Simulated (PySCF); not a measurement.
Vertical excitations of a molecule C7H8 from TDA-B3LYP/def2-SVPD (PySCF), as energy in eV (oscillator strength): 5.29 (0.001), 6.14 (0.020), 6.46 (0.002), 6.72 (0.000), 6.98 (0.006), 7.18 (0.018). Lowest triplet (TDA): 4.06 eV. Coordinates come from a r2SCAN-D4/def2-SVP optimisation. One conformer was computed; it need not be the lowest.

Task: Which structure fits?
A. C#C/C=C(/C)C=C
B. C=C1C=CC(=C)C1
C. C=CC1=CCC=C1
D. Cc1ccccc1

Result: D, Cc1ccccc1
